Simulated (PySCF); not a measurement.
## Electron correlation in Eu²⁸⁺ (europium, charge +28)

Starting occupation: [Ar] 3d10 4s2 4p5, 4p1/2 with m_j = -1/2, +1/2, 4p3/2 with m_j = -1/2, +1/2, +3/2. Calculation: PySCF 2.14, in an uncontracted even-tempered set (17 s from 2.4 bohr⁻², ratio 2.8; 14 p from 3.1 bohr⁻², ratio 2.8; 8 d from 5.6 bohr⁻², ratio 2.8; 4 f from 17 bohr⁻², ratio 3); X2C-1e with screened-nucleus spin-orbit coupling, Gaussian nucleus. Frozen: [Ne]; 25 electrons correlated; the 80 highest virtual spinors left out.

MP2 pair energies summed by pair of shells (mhartree):

| pair | energy | share (%) |
| --- | --- | --- |
| 3d3/2-3d5/2 | -181.01 | 17.7 |
| 3d5/2-3d5/2 | -128.31 | 12.5 |
| 4p1/2-4p3/2 | -66.87 | 6.5 |
| 3d3/2-3d3/2 | -55.24 | 5.4 |
| 3d5/2-3p3/2 | -53.18 | 5.2 |
| 3d5/2-4p3/2 | -49.39 | 4.8 |
| 4p3/2-4p3/2 | -48.14 | 4.7 |
| 3d5/2-4p1/2 | -36.72 | 3.6 |
| 3d3/2-3p3/2 | -36.03 | 3.5 |
| 4p3/2-4s1/2 | -33.09 | 3.2 |
| 3d3/2-4p3/2 | -32.29 | 3.2 |
| 3d5/2-3p1/2 | -24.50 | 2.4 |
| 3d3/2-4p1/2 | -23.72 | 2.3 |
| 4p1/2-4p1/2 | -22.93 | 2.2 |
| 3d5/2-4s1/2 | -22.74 | 2.2 |
| 3d5/2-3s1/2 | -19.64 | 1.9 |
| 3p3/2-3p3/2 | -19.56 | 1.9 |
| 3p1/2-3p3/2 | -18.40 | 1.8 |
| 4p1/2-4s1/2 | -16.37 | 1.6 |
| 3d3/2-3p1/2 | -16.18 | 1.6 |
| 3d3/2-4s1/2 | -14.53 | 1.4 |
| 3p3/2-4p3/2 | -14.27 | 1.4 |
| 3d3/2-3s1/2 | -13.24 | 1.3 |
| 3p3/2-4p1/2 | -11.25 | 1.1 |
| 3p3/2-4s1/2 | -10.47 | 1.0 |
| 3p3/2-3s1/2 | -9.79 | 1.0 |
| 4s1/2-4s1/2 | -9.28 | 0.9 |
| 3p1/2-4p3/2 | -6.11 | 0.6 |
| 3p1/2-3p1/2 | -5.00 | 0.5 |
| 3p1/2-3s1/2 | -4.98 | 0.5 |

Total MP2 correlation energy: -1024.7 mhartree.

At this charge the one-electron X2C treatment keeps the bare 1/r₁₂, with no two-electron picture change or Breit term. The effect here is smaller than on the frozen 1s shell.
